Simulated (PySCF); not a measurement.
Si(H)2(Br)(NH2), SMILES N[SiH2]Br (H4BrNSi), B3LYP/def2-SVP optimised geometry.

```
7

Si    -0.62    -0.69     0.00
N      1.10    -0.69     0.00
Br    -1.60     1.36     0.00
H     -1.09    -1.36    -1.24
H     -1.09    -1.36     1.24
H      1.60    -0.41     0.84
H      1.60    -0.41    -0.83
```

Density from B3LYP/def2-TZVP (PySCF) at that geometry.

Minimum of the electron density along straight lines between bonded atoms, close to the bond critical point (lines longer than 1.1 times the sum of covalent radii, or with two minima, are not listed):

```json
[
 {"bond": "Si1–N2", "length / Å": "1.720", "ρ at the minimum / e bohr⁻³": "0.134", "∇²ρ there / e bohr⁻⁵": "0.56", "position (fraction from the first atom)": "0.40"},
 {"bond": "Si1–Br3", "length / Å": "2.272", "ρ at the minimum / e bohr⁻³": "0.083", "∇²ρ there / e bohr⁻⁵": "0.04", "position (fraction from the first atom)": "0.35"},
 {"bond": "Si1–H4", "length / Å": "1.484", "ρ at the minimum / e bohr⁻³": "0.125", "∇²ρ there / e bohr⁻⁵": "0.13", "position (fraction from the first atom)": "0.49"},
 {"bond": "Si1–H5", "length / Å": "1.484", "ρ at the minimum / e bohr⁻³": "0.125", "∇²ρ there / e bohr⁻⁵": "0.13", "position (fraction from the first atom)": "0.49"},
 {"bond": "N2–H6", "length / Å": "1.017", "ρ at the minimum / e bohr⁻³": "0.330", "∇²ρ there / e bohr⁻⁵": "-1.57", "position (fraction from the first atom)": "0.73"},
 {"bond": "N2–H7", "length / Å": "1.017", "ρ at the minimum / e bohr⁻³": "0.330", "∇²ρ there / e bohr⁻⁵": "-1.57", "position (fraction from the first atom)": "0.73"}
]
```
